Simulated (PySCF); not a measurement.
```xyz
3
charge 0 multiplicity 1, angstrom
Hg    0.0000    0.0000    0.0000
H     0.0000    0.0000    1.6424
H     0.0000    0.0000   -1.6424
```

Method: PBE0 in PySCF with Hg x2c-TZVPall, H x2c-TZVPall; spin-free X2C, no spin–orbit coupling; density-fitted integrals.

This geometry of HgH₂ is a stationary point at this level.

(1) What is the point group?

(2) Is it a minimum?

(3) Which band is strongest in the infrared?

(4) What are the dipole moment and the gap between the highest occupied and lowest empty levels?

## Answers

(1) D∞h.

(2) Yes: all harmonic wavenumbers are real.

(3) 1968 cm⁻¹ (σu+), 392 km/mol.

(4) 0.00 D and 7.39 eV.

Stability towards spin polarisation was not tested. With an element this heavy the missing spin–orbit coupling can shift these numbers.
